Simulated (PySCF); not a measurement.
Sn(OH)2(PH2)2 (H₆O₂P₂Sn), SMILES [OH][Sn]([OH])([PH2])[PH2]. Atoms are numbered in the order given.

```xyz
11

O      0.2600     1.5938     1.4000
Sn     0.0000     0.0000     0.2161
O     -0.2600    -1.5938     1.4000
P      2.2304    -0.1006    -0.9929
P     -2.2304     0.1006    -0.9929
H     -0.4984     1.7317     1.9858
H      0.4984    -1.7317     1.9858
H      1.6542    -0.8362    -2.0769
H      1.9787     1.1613    -1.6178
H     -1.9787    -1.1613    -1.6178
H     -1.6542     0.8362    -2.0769
```
Charge 0, spin multiplicity 1.

Geometry optimised at B3LYP-D3(BJ)/def2-SVP. The structure was generated by enumeration; whether it is a known compound was not checked. The def2 effective core potentials stand for the cores of Sn; spin–orbit coupling is left out. The values are those of a single conformer.

The numbers are results of B3LYP-D3(BJ)/def2-SVP in PySCF, not measurements.

Frequencies are harmonic and unscaled.

Computed harmonic wavenumbers and intensities:
```
mode  ν (cm⁻¹)  IR (km/mol)  Raman (Å⁴/amu)  depolarisation  moving atoms (share of kinetic energy)
----  --------  -----------  --------------  --------------  --------------------------------------
1           60          3.4             0.1            0.75                                  H 91 %
2           67          0.6             6.0            0.59                  H 47 %, P 40 %, Sn 9 %
3           75          2.1             4.8            0.66                   H 55 %, P 32 %, O 8 %
4          103          2.3             1.0            0.75                 P 36 %, O 29 %, Sn 28 %
5          121          0.3             2.3            0.61                  O 63 %, P 20 %, H 16 %
6          152         15.1             4.0            0.75         O 60 %, P 16 %, Sn 13 %, H 11 %
7          170          4.4             6.7            0.51                  O 66 %, H 22 %, Sn 9 %
8          196        115.0             0.3            0.75                           H 91 %, O 8 %
9          277         87.4             8.3            0.19                  H 69 %, P 17 %, O 14 %
10         284         38.2            56.4            0.14                 P 66 %, H 16 %, Sn 11 %
11         322         21.9             9.3            0.75                         P 62 %, Sn 31 %
12         599         78.1            18.0            0.02                         O 87 %, Sn 10 %
13         604         83.1             9.0            0.75                         O 83 %, Sn 14 %
14         619          3.8             1.5            0.75                           H 90 %, P 8 %
15         635          0.0             6.2            0.67                                  H 92 %
16         660          0.9             5.3            0.74                                  H 94 %
17         669          1.9             5.3            0.75                                  H 96 %
18         829         16.7             0.9            0.35                                  H 93 %
19         832        139.7             2.5            0.75                                  H 92 %
20        1096          2.3            11.9            0.75                                  H 97 %
21        1098         30.9            39.9            0.75                                  H 97 %
22        2367          3.3             4.3            0.75                                  H 97 %
23        2369         65.7           259.7            0.14                                  H 97 %
24        2381          0.9            54.9            0.48                                  H 97 %
25        2382         88.8           149.1            0.75                                  H 97 %
26        3817         45.0           115.8            0.75                                  H 94 %
27        3818         68.4           176.5            0.11                                  H 94 %
```
